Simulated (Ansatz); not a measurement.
`BC(B)(C)F` + `[OH][AlH2]` → `[BH2][AlH][OH]` + `BC(C)F`  (formal exchange of groups at a B–C bond)

Isolated molecules relaxed with PBE0-D4/def2-TZVP in Ansatz; ΔE leaves out vibrations. CBS: MP2 limit from def2 TZ/QZ plus the TZ coupled-cluster correction, frozen cores. This one scheme is used for every species. Functionals use def2-TZVPP. One conformer a species, not always the lowest.

```json
{"level": "PBE0-D4", "ΔE (kcal/mol)": "10.8"}
{"level": "PBE0", "ΔE (kcal/mol)": "10.1"}
```

Task: What does CCSD(T)/CBS give? (An estimate is asked.)

Result: Ansatz gave: +8.0 kcal/mol. The listed levels differ from it by 2.8, 2.1 kcal/mol.

Largest T1 diagnostic among the species: 0.012.

In def2-TZVPP, CCSD(T) changes the Hartree–Fock value by +11.0 kcal/mol (the triples alone add +2.1 kcal/mol) and MP2 by +14.1 kcal/mol. The D4 term adds +1.4 kcal/mol with B3LYP and +0.7 kcal/mol with PBE0; it sums over pairs of atoms, weighted by their polarisabilities, and B3LYP, whose exchange is more repulsive, gets the larger term. From PBE to PBE0 (25 % exact exchange), in def2-TZVPP and without D4, ΔE moves by −1.7 kcal/mol.

B3LYP here is the variant with VWN-RPA as its local correlation; programs differ in this.
